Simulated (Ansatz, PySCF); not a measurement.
The pair A = C2H2 (SMILES C#C) (first 4 atoms), B = H2S (SMILES S); geometry from B3LYP-D3(BJ)/def2-TZVP.
(charge 0, multiplicity 1):
```xyz
7

C      0.5186     0.2718    -0.1566
C     -0.5924    -0.1486    -0.0071
H      1.5048     0.6461    -0.2886
H     -1.5791    -0.5209     0.1266
S      0.1646     0.8595     3.7607
H      0.6548    -0.3748     3.9575
H      0.0655     0.6728     2.4332
```

The values were computed with Ansatz (Gaussian basis) for Hartree–Fock, density functionals and correlated methods; PySCF for the dispersion terms. Each number belongs to the level named beside it.

The monomers are drawn apart, rigid, along the line of their centres of mass. Counterpoise-corrected interaction energies (kcal/mol):

```json
[
 {"level": "PBE/def2-TZVPPD", "R = 4.952 Å": "-0.6572", "R = 6.015 Å": "-0.2262"},
 {"level": "PBE-D3(BJ)/def2-TZVPPD", "R = 4.952 Å": "-0.9318", "R = 6.015 Å": "-0.3110"},
 {"level": "wB97M-V/def2-TZVPPD", "R = 4.952 Å": "-0.7589", "R = 6.015 Å": "-0.2833"}
]
```

Q: R is the distance of the centres of mass. Find the local exponent m of E ∝ R⁻ᵐ between the two points.

A: 
m = ln(E₁/E₂)/ln(R₂/R₁): PBE/def2-TZVPPD 5.5; PBE-D3(BJ)/def2-TZVPPD 5.6; wB97M-V/def2-TZVPPD 5.1. For scale, two fixed dipoles give m = 3, dipole and quadrupole 4, quadrupoles 5, and dispersion or dipole-induced dipole 6 at long range; at these distances several terms mix, and what is left of overlap and damping shifts m, so it need not match one of them.

Ansatz is a program for electronic structure.
